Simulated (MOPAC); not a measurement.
MOPAC input (AM1):

```
AM1 1SCF CHARGE=-1 GEO-OK AUX(PRECISION=9) THREADS=1
C4H3N2

C    -0.35735500 1   -1.44615700 1   -0.18651300 1
C    -1.28924800 1   -0.37269100 1   -0.07772700 1
C    -0.89589400 1    0.93961500 1    0.09323500 1
N     0.39376700 1    1.30026300 1    0.16949200 1
C     1.23866200 1    0.26872300 1    0.06370100 1
N     0.96423600 1   -1.01956100 1   -0.10136300 1
H    -2.35674900 1   -0.58826200 1   -0.13065700 1
H    -1.62454400 1    1.75173700 1    0.17495100 1
H     2.29828900 1    0.53466400 1    0.12262400 1
```

Output:

```
 *******************************************************************************
 **                                                                           **
 **                              MOPAC v23.2.5                                **
 **                                                                           **
 *******************************************************************************
 ** MOPAC's Digital Object Identifier: https://doi.org/10.5281/zenodo.6511958 **
 **                                                                           **
 ** Please cite the open-source release paper for use of this MOPAC version:  **
 ** J. E. Moussa and J. J. P. Stewart (2026)                                  **
 ** MOPAC: An open-source semiempirical molecular orbital program             **
 ** J. Open Source Softw., 11(119), 8025, https://doi.org/10.21105/joss.08025 **
 *******************************************************************************

                              AM1 CALCULATION RESULTS

 *******************************************************************************
 *  AM1        - The AM1 Hamiltonian to be used
 *  GEO-OK     - OVERRIDE INTERATOMIC DISTANCE AND OTHER SAFETY CHECKS
 *
 *
 *
 *                 CHARGE ON SYSTEM = -1
 *
 *
 *
 *  1SCF       - DO 1 SCF AND THEN STOP
 *  AUX        - OUTPUT AUXILIARY INFORMATION
 *******************************************************************************
AM1 1SCF CHARGE=-1 GEO-OK AUX(PRECISION=9) THREADS=1
 C4H3N2

   ATOM   CHEMICAL          X               Y               Z
  NUMBER   SYMBOL      (ANGSTROMS)     (ANGSTROMS)     (ANGSTROMS)

     1       C         -0.35735500  *  -1.44615700  *  -0.18651300  *
     2       C         -1.28924800  *  -0.37269100  *  -0.07772700  *
     3       C         -0.89589400  *   0.93961500  *   0.09323500  *
     4       N          0.39376700  *   1.30026300  *   0.16949200  *
     5       C          1.23866200  *   0.26872300  *   0.06370100  *
     6       N          0.96423600  *  -1.01956100  *  -0.10136300  *
     7       H         -2.35674900  *  -0.58826200  *  -0.13065700  *
     8       H         -1.62454400  *   1.75173700  *   0.17495100  *
     9       H          2.29828900  *   0.53466400  *   0.12262400  *

          CARTESIAN COORDINATES

    NO.       ATOM           X           Y           Z

     1         C         -0.3574     -1.4462     -0.1865
     2         C         -1.2892     -0.3727     -0.0777
     3         C         -0.8959      0.9396      0.0932
     4         N          0.3938      1.3003      0.1695
     5         C          1.2387      0.2687      0.0637
     6         N          0.9642     -1.0196     -0.1014
     7         H         -2.3567     -0.5883     -0.1307
     8         H         -1.6245      1.7517      0.1750
     9         H          2.2983      0.5347      0.1226

  H: (AM1): M.J.S. DEWAR ET AL, J. AM. CHEM. SOC. 107 3902-3909 (1985)
  C: (AM1): M.J.S. DEWAR ET AL, J. AM. CHEM. SOC. 107 3902-3909 (1985)
  N: (AM1): M.J.S. DEWAR ET AL, J. AM. CHEM. SOC. 107 3902-3909 (1985)

           Empirical Formula: C4 H3 N2  =     9 atoms

      MOLECULAR POINT GROUP   :   Cs

      RHF CALCULATION, NO. OF DOUBLY OCCUPIED LEVELS = 15

 -------------------------------------------------------------------------------
 AM1 1SCF CHARGE=-1 GEO-OK AUX(PRECISION=9) THREADS=1
 C4H3N2

     1SCF WAS SPECIFIED, SO BFGS WAS NOT USED
     SCF FIELD WAS ACHIEVED

                              AM1 CALCULATION
                                                       MOPAC v23.2.5 Linux

          FINAL HEAT OF FORMATION =         62.87902 KCAL/MOL =     263.08580 KJ/MOL

          COSMO AREA              =        110.41 SQUARE ANGSTROMS
          COSMO VOLUME            =         98.24 CUBIC ANGSTROMS

          IONIZATION POTENTIAL    =          3.135903 EV
          HOMO LUMO ENERGIES (EV) =         -3.136  5.572
          NO. OF FILLED LEVELS    =         15
          MOLECULAR WEIGHT        =         79.0811         POINT GROUP:  Cs

          MOLECULAR DIMENSIONS (Angstroms)

            Atom       Atom       Distance
            H     9    H     7     4.79526
            H     8    C     1     3.42773
            C     2    C     5     0.00000

          SCF CALCULATIONS        =          1

   ATOM   CHEMICAL          X               Y               Z
  NUMBER   SYMBOL      (ANGSTROMS)     (ANGSTROMS)     (ANGSTROMS)

     1       C         -0.35735500  *  -1.44615700  *  -0.18651300  *
     2       C         -1.28924800  *  -0.37269100  *  -0.07772700  *
     3       C         -0.89589400  *   0.93961500  *   0.09323500  *
     4       N          0.39376700  *   1.30026300  *   0.16949200  *
     5       C          1.23866200  *   0.26872300  *   0.06370100  *
     6       N          0.96423600  *  -1.01956100  *  -0.10136300  *
     7       H         -2.35674900  *  -0.58826200  *  -0.13065700  *
     8       H         -1.62454400  *   1.75173700  *   0.17495100  *
     9       H          2.29828900  *   0.53466400  *   0.12262400  *

                             CARTESIAN COORDINATES

   1    C       -0.357355000    -1.446157000    -0.186513000
   2    C       -1.289248000    -0.372691000    -0.077727000
   3    C       -0.895894000     0.939615000     0.093235000
   4    N        0.393767000     1.300263000     0.169492000
   5    C        1.238662000     0.268723000     0.063701000
   6    N        0.964236000    -1.019561000    -0.101363000
   7    H       -2.356749000    -0.588262000    -0.130657000
   8    H       -1.624544000     1.751737000     0.174951000
   9    H        2.298289000     0.534664000     0.122624000

           Empirical Formula: C4 H3 N2  =     9 atoms

      MOLECULAR POINT GROUP   :   Cs

                  EIGENVALUES
 -34.88862 -28.01106 -26.41655 -19.06837 -18.49905 -12.11399 -11.78098 -10.71282
  -9.64319  -8.89154  -6.61052  -5.67040  -5.09465  -4.68600  -3.13590   5.57163
   6.04358   8.33791   8.61054   8.65261   9.33908   9.72205   9.80581  10.46198
  11.08539  11.49463  12.96718

              NET ATOMIC CHARGES AND DIPOLE CONTRIBUTIONS

  ATOM NO.   TYPE          CHARGE      No. of ELECS.   s-Pop       p-Pop
    1          C          -0.224626        4.2246     1.62606     2.59856
    2          C          -0.331283        4.3313     1.24735     3.08394
    3          C          -0.093105        4.0931     1.23209     2.86102
    4          N          -0.287013        5.2870     1.72080     3.56621
    5          C          -0.076108        4.0761     1.25630     2.81980
    6          N          -0.274746        5.2747     1.72684     3.54791
    7          H           0.085357        0.9146     0.91464
    8          H           0.091361        0.9086     0.90864
    9          H           0.110164        0.8898     0.88984
 DIPOLE           X         Y         Z       TOTAL
 POINT-CHG.     0.208     1.896     0.238     1.922
 HYBRID        -0.824     1.837     0.205     2.023
 SUM           -0.616     3.732     0.443     3.809

          ATOMIC ORBITAL ELECTRON POPULATIONS

     Atom    s        px        py        pz
    1  C   1.62606   0.78818   1.22707   0.58331
    2  C   1.24735   1.02092   0.94582   1.11720
    3  C   1.23209   0.94133   0.95520   0.96448
    4  N   1.72080   1.01464   1.31004   1.24153
    5  C   1.25630   0.96900   0.91094   0.93986
    6  N   1.72684   1.29331   1.09446   1.16013
    7  H   0.91464
    8  H   0.90864
    9  H   0.88984

 **********************
 *                    *
 * JOB ENDED NORMALLY *
 *                    *
 **********************

 == MOPAC DONE ==
```

The dipole moment of an ion depends on the origin.

The geometry given is a B3LYP-D3(BJ)/def2-TZVP minimum.
